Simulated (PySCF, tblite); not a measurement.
What does the GFN2-xTB structure of `C=C(C)P(CC)CP` look like in three dimensions?

```
atom  x, y, z in Å
C1     1.658    0.712   -1.608
C2     0.978    0.489   -0.489
C3     1.569    0.693    0.869
P4    -0.762   -0.074   -0.694
C5    -0.703   -1.682    0.252
C6     0.151   -2.711   -0.475
C7    -1.589    0.955    0.625
P8    -1.238    2.742    0.245
H9     2.685    1.042   -1.603
H10    1.204    0.571   -2.575
H11    1.078    1.531    1.369
H12    1.451   -0.192    1.493
H13    2.630    0.920    0.786
H14   -1.735   -2.038    0.327
H15   -0.332   -1.516    1.267
H16   -0.232   -2.880   -1.480
H17    0.150   -3.660    0.059
H18    1.179   -2.362   -0.561
H19   -1.217    0.712    1.625
H20   -2.664    0.759    0.589
H21   -1.934    2.754   -0.961
H22   -2.335    3.256    0.940
```

Orientation and origin are arbitrary. Atoms count from 1 in this order. P8 (phosphine phosphorus) is pyramidal (angles 96.0°, 95.2° and 92.0°, sum 283.2°, 0.81 Å off the plane of its three neighbours). P4 (phosphine phosphorus) is pyramidal (angles 100.2°, 99.9° and 97.5°, sum 297.6°, 0.88 Å off the plane of its three neighbours). The C–C distances run from 1.328 Å (C1=C2, drawn double) to 1.522 Å (C5–C6, drawn single), a spread of 0.194 Å. The 4 C–P bonds span 1.840 Å (C2–P4, drawn single) to 1.867 Å (P4–C5, drawn single), a spread of 0.027 Å.

Bonds between heavy atoms (Å): C1=C2 1.328, C2–C3 1.496, C2–P4 1.840, P4–C5 1.867, C5–C6 1.522, P4–C7 1.866, C7–P8 1.861.

Computed geometry: GFN2-xTB, gas phase.

Point group: C1 (no symmetry element, even within 0.4 Å). Its GFN2-xTB frequencies are all real (lowest 22 cm⁻¹). One conformer, not necessarily the lowest (C1–C2–P4–C5 123°, C2–P4–C5–C6 -69°, C2–P4–C7–P8 58°, P4–C7–P8–H 64° and 157°). 3 starts were optimised and ended at 0.00, 0.44 and 0.78 kcal/mol (GFN2-xTB); the lowest of these is shown.
